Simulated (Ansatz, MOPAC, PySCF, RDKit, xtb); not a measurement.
Complex: CH5N (SMILES CN) (first 7 atoms) with CH2O2 (SMILES O=CO); geometry from B3LYP-D3(BJ)/def2-TZVP, rigid monomers moved along the line of their centres of mass till N2···H12 is 2.30 Å.
(charge 0, multiplicity 1):
```xyz
12

C      0.19514     0.64616     0.15494
N     -0.56010    -0.44250     0.79307
H      0.98552     0.95850     0.83592
H     -0.46976     1.49363    -0.01173
H      0.64670     0.36391    -0.80059
H      0.05627    -1.22401     0.99038
H     -1.30299    -0.77824     0.19093
O      1.25892    -0.11614     4.03432
C      0.24244     0.26538     4.56578
O     -0.94216     0.37152     3.99098
H      0.19779     0.57525     5.62071
H     -0.86751     0.06592     3.01855
```

Monomers are frozen at their geometry in the pair; levels with a basis set take the counterpoise correction. Rows marked so take none. RDKit's UFF carries no charges.

Cores are frozen in the correlated methods. Rows in 6-31G* carry no dispersion term and start afresh at each structure (6-31G* with six Cartesian d functions). The state that AM1, PM3 reach isn't checked.

Run with Ansatz (Gaussian orbitals); MOPAC for AM1, PM3 (differences of heats of formation); PySCF for 6-31G* rows, the dispersion terms; RDKit for the force fields; xtb for the GFN methods. Each number belongs to the level named beside it.

```csv
level,interaction energy (kcal/mol)
UFF,1.62
GFN-FF,-9.11
AM1,-2.63
PM3,-2.56
PBE/def2-TZVPPD,-9.02
PBE-D4/def2-TZVPPD,-9.95
BP86/6-31G* (no counterpoise),[?]
CCSD/aug-cc-pVDZ,[?]
CCSD(T)/aug-cc-pVDZ,-8.86
```

Q: What belongs in the gaps?

A: 
- BP86/6-31G* (no counterpoise), interaction energy (kcal/mol): -10.78
- CCSD/aug-cc-pVDZ, interaction energy (kcal/mol): -8.57

Ansatz is a quantum-chemistry and plane-wave program.
